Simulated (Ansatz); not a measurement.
ZrH₃, SMILES [ZrH3] (connectivity only; charge and spin as stated), neutral, multiplicity 2.

Geometry: B3LYP-D3(BJ)/def2-TZVPD. The geometry has at least one imaginary mode, so it is a saddle point at that level. The multiplicity is an assumed one; other spin states were not compared. The def2 effective core potentials stand for the cores of Zr; spin–orbit coupling is left out.

Two levels are set side by side: PBE/def2-TZVPD (Ansatz, a first-principles code) and PBE0/def2-TZVPD (Ansatz). Energy differences of separate SCF runs at the same geometry; the states with an electron removed or added have multiplicity 1 and 3. Differences are taken from unrounded values.

```
quantity                         PBE0   PBE  PBE minus PBE0
-------------------------------  ----  ----  --------------
vertical ionisation energy (eV)  7.74  7.67           -0.07
vertical electron affinity (eV)  0.55  0.58            0.03
```
